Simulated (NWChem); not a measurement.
System: C₃H₆OSi; SMILES C1[SiH2]CC1=O

NWChem input:

```
start job
memory heap 200 mb stack 900 mb global 1100 mb
geometry units angstroms noautosym nocenter noautoz
  O      0.506957    -2.095408     0.000000
  C      0.033465    -0.983544     0.000000
  C     -0.211941    -0.056120    -1.207838
  Si     0.138904     1.389750     0.000000
  C     -0.211941    -0.056120     1.207838
  H      0.384714    -0.292774    -2.090911
  H     -1.275712    -0.059389    -1.483366
  H     -0.808517     2.533986     0.000000
  H      1.541610     1.874924     0.000000
  H     -1.275712    -0.059389     1.483366
  H      0.384714    -0.292774     2.090911
end
basis spherical
  O library def2-svp
  C library def2-svp
  Si library def2-svp
  H library def2-svp
end
dft
  xc b3lyp
  iterations 150
  mulliken
end
task dft energy
esp
  recalculate
  probe 0.07
  range 0.3
  factor 1.0
  spacing 0.02
end
task esp
```

All runs use the structure optimised with B3LYP/6-31G* (spherical d).

Atomic charges in e: unrestrained fits to the electrostatic potential beside Mulliken populations; buried atoms are poorly determined by the fit.

Atoms are numbered as in the input.

Problem. Give the results of this calculation. (B3LYP/def2-SVP.) Quantities: ESP O1; Mulliken O1; ESP C2; Mulliken C2; ESP C3; Mulliken C3; ESP Si4; Mulliken Si4; ESP C5; Mulliken C5; relative RMS misfit of the potential (%).

Solution. 
```
Item                                      Value
----------------------------------------  -----
ESP O1                                    -0.51
Mulliken O1                               -0.17
ESP C2                                     0.63
Mulliken C2                                0.02
ESP C3                                    -0.33
Mulliken C3                               -0.17
ESP Si4                                    0.40
Mulliken Si4                               0.44
ESP C5                                    -0.32
Mulliken C5                               -0.17
relative RMS misfit of the potential (%)     25
```
